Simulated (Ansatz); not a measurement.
The cluster Ca4O3. Charge 0, multiplicity 3. Geometry PBE0-D4/def2-SVP, that of the charge +1 doublet; atoms count from 1.

```xyz
7

Ca    0.746   -1.648   -1.178
Ca    0.914    1.818   -0.721
Ca    0.336   -0.223    1.567
Ca   -2.132    0.144   -0.307
O    -0.701    1.419    0.579
O    -0.841   -1.447    0.201
O     1.679   -0.063   -0.141
```

At PBE0-D4/def2-TZVP a singlet of charge 0 lies 0.60 eV below the triplet at the same geometry. The structure comes from a short search, and lower isomers may exist.

(1) Estimate the Mulliken populations from the PBE0/def2-TZVP orbitals of Ansatz.

(2) Where does the spin sit?

(3) And the Mayer bond orders between bonded heavy atoms (over 0.3)?

## Answers

(1) 
```tsv
atom	charge (e)	spin (α − β)
Ca1	0.87	0.47
Ca2	0.72	0.72
Ca3	1.08	0.12
Ca4	0.72	0.72
O5	-1.14	0.00
O6	-1.12	-0.01
O7	-1.12	-0.01
```
Mulliken values and Mayer orders depend strongly on the basis.

(2) Summed by element: Ca 2.03, O -0.03, of 2 unpaired in all. Largest on single atoms: Ca4 0.72, Ca2 0.72, Ca1 0.47.

(3) Ca1–O6 0.57 (2.11 Å); Ca1–O7 0.57 (2.11 Å); Ca2–Ca4 0.44 (3.50 Å); Ca2–O5 0.50 (2.11 Å); Ca2–O7 0.46 (2.11 Å); Ca3–O5 0.47 (2.18 Å); Ca3–O6 0.45 (2.18 Å); Ca3–O7 0.45 (2.18 Å); Ca4–O5 0.50 (2.11 Å); Ca4–O6 0.46 (2.11 Å).
